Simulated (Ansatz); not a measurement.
Be₆S₅. The state is a singlet with charge 0. Geometry r2SCAN-D4/def2-SVP.

```xyz
11

Be   -0.157    1.331   -2.558
Be   -0.238    2.326   -0.043
Be    0.929   -1.071   -1.960
Be    0.813   -2.264   -0.266
Be   -0.404    0.756    2.172
Be   -0.491   -1.944    2.078
S    -1.291    2.539   -1.613
S     0.653   -3.281    1.358
S     0.816    2.067    1.522
S    -1.618   -0.576    2.780
S     0.988    0.118   -3.470
```

Another isomer (singlet) lies 2.31 eV lower at PBE0-D4/def2-TZVP; other spin states weren't run for this one.

(1) Estimate the orbital energies around the gap (eV) in Ansatz with HF/STO-3G, PBE-D4/def2-SVP, PBE-D4/def2-TZVP, r2SCAN-D4/def2-TZVP, r2SCAN0-D4/def2-TZVP.

Answers

(1) 
```tsv
orbital	HF/STO-3G	PBE-D4/def2-SVP	PBE-D4/def2-TZVP	r2SCAN-D4/def2-TZVP	r2SCAN0-D4/def2-TZVP
HOMO−13	-10.93	-9.19	-9.00	-9.34	-10.53
HOMO−12	-10.86	-9.13	-8.96	-9.28	-10.48
HOMO−11	-10.64	-8.99	-8.81	-9.14	-10.32
HOMO−10	-10.36	-8.84	-8.61	-8.93	-10.09
HOMO−9	-10.00	-8.69	-8.47	-8.79	-9.93
HOMO−8	-9.63	-8.47	-8.28	-8.60	-9.73
HOMO−7	-9.45	-8.31	-8.13	-8.44	-9.56
HOMO−6	-9.16	-8.21	-8.04	-8.34	-9.45
HOMO−5	-8.32	-7.37	-7.23	-7.51	-8.58
HOMO−4	-8.25	-7.30	-7.15	-7.43	-8.50
HOMO−3	-7.92	-7.21	-7.09	-7.38	-8.44
HOMO−2	-7.80	-6.92	-6.81	-7.08	-8.12
HOMO−1	-7.39	-6.87	-6.75	-7.02	-8.05
HOMO	-7.36	-6.61	-6.53	-6.80	-7.82
LUMO	3.79	-3.38	-3.27	-3.11	-2.50
LUMO+1	4.83	-2.63	-2.54	-2.36	-1.72
LUMO+2	4.98	-2.49	-2.39	-2.09	-1.44
LUMO+3	5.38	-2.25	-2.17	-1.87	-1.23
LUMO+4	6.14	-1.71	-1.70	-1.33	-0.71
LUMO+5	6.53	-1.55	-1.52	-1.12	-0.59
```
